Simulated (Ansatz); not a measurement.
`[PH3+][InH3-]` from Hartree–Fock to CCSD(T)

```xyz
8

P    -0.908    0.158   -0.749
In    1.218   -0.213    1.006
H    -2.028   -0.698   -0.686
H    -0.686    0.071   -2.139
H    -1.610    1.382   -0.749
H     0.281    0.023    2.443
H     2.160    1.101    0.388
H     1.573   -1.825    0.485
```

Total charge 0; spin multiplicity 1. Correlated methods include outer-core shells of In, which these sets cover unevenly. In: def2 effective core potential. Geometry: relaxed with PBE0-D4/def2-TZVP. Frozen core, restricted reference, Ansatz.

```json
{"basis": "def2-SVP", "HF (Eh)": "-533.27904", "MP2 corr.": "?", "CCSD corr.": "-0.29092", "(T)": "-0.00724", "CCSD(T) total": "?"}
{"basis": "def2-TZVPP", "HF (Eh)": "?", "MP2 corr.": "-0.48384", "CCSD corr.": "-0.52236", "(T)": "-0.01526", "CCSD(T) total": "?"}
{"basis": "def2-QZVPP", "HF (Eh)": "?", "MP2 corr.": "?", "CCSD corr.": "–", "(T)": "–", "CCSD(T) total": "–"}
```

(1) Fill in the withheld values. (An estimate is asked.)

Results:

(1) Ansatz gave: def2-SVP MP2 corr.: -0.24114; def2-SVP CCSD(T) total: -533.57720; def2-TZVPP HF (Eh): -533.40804; def2-TZVPP CCSD(T) total: -533.94566; def2-QZVPP HF (Eh): -533.41996; def2-QZVPP MP2 corr.: -0.68533.
